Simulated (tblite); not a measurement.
C$_{4}$H$_{10}$S, charge -1, doublet, at the geometry of the source list (a state made from the parent by changing its charge; the spin is typed, not shown lowest); GFN1-xTB run with tblite.

The tblite input:
```
$ tblite run mol.xyz --method gfn1 --charge -1 --spin 1 --spin-polarized --json tblite.json --no-restart

# file mol.xyz
15

C      2.56440000    -0.11540000     0.11420000
C      1.11170000     0.17840000    -0.20530000
S      0.05090000    -0.28100000     1.21340000
C     -1.54800000     0.38980000     0.64800000
C     -2.16230000    -0.41070000    -0.48500000
H      2.88150000     0.44890000     0.98760000
H      3.19280000     0.15800000    -0.73070000
H      2.69680000    -1.17380000     0.32360000
H      0.95740000     1.24240000    -0.39360000
H      0.78340000    -0.39760000    -1.07100000
H     -1.38760000     1.43110000     0.36450000
H     -2.18300000     0.35660000     1.53280000
H     -2.26390000    -1.45350000    -0.19480000
H     -1.54650000    -0.35710000    -1.37980000
H     -3.14760000    -0.01590000    -0.72410000
```

**Question.** What does tblite print? Leave out banner, timings and long lists.

**Answer.** 
```
xTB calculator
 | screened Coulomb repulsion
 | Coulomb electrostatics
 |  * isotropic Klopman-Ohno-Mataga-Nishimoto electrostatics
 |  * onsite third-order electrostatics
 | DFT-D3(BJ) dispersion correction
 | Interactions (1)
 | [1] spin polarization

halogen bonding energy    0.0000000000000E+00 Eh
repulsion energy          2.0816179362391E-01 Eh
dispersion energy        -5.2575361344846E-03 Eh
interaction energy        0.0000000000000E+00 Eh
number of electrons       3.3000000000000E+01 e
integral cutoff           1.9731147476801E+01 bohr

------------------------------------------------------------
  cycle        total energy    energy error   density error
------------------------------------------------------------
      1     -17.52955961896  -1.7732464E+01   3.6906616E-01
      2     -17.55161501549  -2.2055397E-02   2.3379208E-01
      3     -17.55545646972  -3.8414542E-03   1.2860332E-01
      4     -17.53779957151   1.7656898E-02   8.1111473E-02
      5     -17.60697088400  -6.9171312E-02   3.3503259E-02
      6     -17.61463998752  -7.6691035E-03   8.6353157E-03
      7     -17.61455934802   8.0639502E-05   9.7212917E-03
      8     -17.61498452140  -4.2517339E-04   3.6972930E-03
      9     -17.61502783914  -4.3317742E-05   4.0925041E-03
     10     -17.61515068658  -1.2284744E-04   1.3476696E-03
     11     -17.61516382335  -1.3136768E-05   6.5551335E-04
     12     -17.61516700621  -3.1828625E-06   3.4945400E-04
     13     -17.61516801944  -1.0132332E-06   5.3501814E-05
     14     -17.61516802591  -6.4625816E-09   4.0590882E-05
     15     -17.61516803354  -7.6378832E-09   2.6317188E-05
     16     -17.61516803948  -5.9360765E-09   4.0098012E-06
------------------------------------------------------------

electronic energy        -1.7818072296970E+01 Eh
total energy             -1.7615168039480E+01 Eh

Post processing:
 | Mayer-Wiberg bond orders

[Info] JSON dump of results written to 'tblite.json'
```
